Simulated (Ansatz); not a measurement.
Consider the redistribution: `O[Si]1([SnH3])CO1` + `O[SiH2][SiH2]F` → `O[Si]1(F)CO1` + `O[SiH2][SiH2][SnH3]`.

Computed with Ansatz on PBE0-D4/def2-TZVP structures; ΔE is electronic, products minus reactants. CCSD(T)/CBS is the MP2 limit (def2-TZVPP, def2-QZVPP) plus CCSD(T) − MP2 in def2-TZVPP, frozen cores. This one scheme is used for every species. Elements past krypton have def2 core potentials. For Sn outer-core shells are correlated without core-valence functions, which leaves a few kJ/mol of doubt a bond. Each species was taken in one conformer, which may not be the lowest.

`O[Si]1([SnH3])CO1`:

Z-matrix (Å, degrees):
```
Si
Sn 1 2.554
C 1 1.800 2 124.4
O 1 1.636 2 114.6 3 -160.0
O 1 1.655 2 114.9 3 58.2
H 2 1.702 1 109.3 3 -19.4
H 2 1.706 1 110.8 3 101.0
H 2 1.708 1 110.3 3 -139.6
H 3 1.088 1 124.0 2 -2.7
H 3 1.089 1 120.3 2 -164.8
H 4 0.958 1 118.7 2 -30.6
```

`O[SiH2][SiH2]F`:

Z-matrix (Å, degrees):
```
Si
Si 1 2.348
O 1 1.653 2 104.8
H 1 1.492 2 110.9 3 -120.6
H 1 1.492 2 110.9 3 120.6
F 2 1.609 1 108.2 3 179.5
H 2 1.486 1 112.0 3 60.9
H 2 1.486 1 112.0 3 -61.8
H 3 0.958 1 118.3 2 179.8
```

`O[Si]1(F)CO1`:

```xyz
8

O    -0.220   -0.967    1.655
Si   -0.113   -0.652    0.075
F    -0.649   -1.953   -0.632
C    -0.081    0.924   -0.758
O     1.189    0.099   -0.539
H     0.214   -0.358    2.255
H    -0.031    1.879   -0.240
H    -0.309    1.030   -1.816
```

`O[SiH2][SiH2][SnH3]`:

Cartesian coordinates in Å:
```
O -0.400 -2.241 -0.655
Si 0.990 -1.604 -0.030
Si 1.020 0.716 -0.362
Sn -1.288 1.550 0.391
H -1.226 -1.817 -0.411
H 2.100 -2.305 -0.722
H 1.104 -1.856 1.436
H 1.203 1.067 -1.797
H 2.081 1.391 0.435
H -1.319 1.923 2.056
H -2.416 0.276 0.146
H -1.848 2.899 -0.488
```

| species | MP2/CBS(def2) energy (Eh) |
| --- | --- |
| `O[Si]1([SnH3])CO1` | -695.06727 |
| `O[SiH2][SiH2]F` | -756.16339 |
| `O[Si]1(F)CO1` | -579.13196 |
| `O[SiH2][SiH2][SnH3]` | -872.11502 |

(1) Work out ΔE.

Largest T1 diagnostic among the species: 0.014.

## Answers

(1) ΔE = (-579.13196) + (-872.11502) − (-695.06727) − (-756.16339) = -0.01632 Eh = -0.44 eV. CCSD(T)/CBS gives -0.45 eV.

The D4 term adds −0.04 eV with B3LYP and −0.02 eV with PBE0; it sums over pairs of atoms, weighted by their polarisabilities, and B3LYP, whose exchange is more repulsive, gets the larger term. From PBE to PBE0 (25 % exact exchange), in def2-TZVPP and without D4, ΔE moves by −0.05 eV.

B3LYP here is the variant with VWN-RPA as its local correlation; programs differ in this.
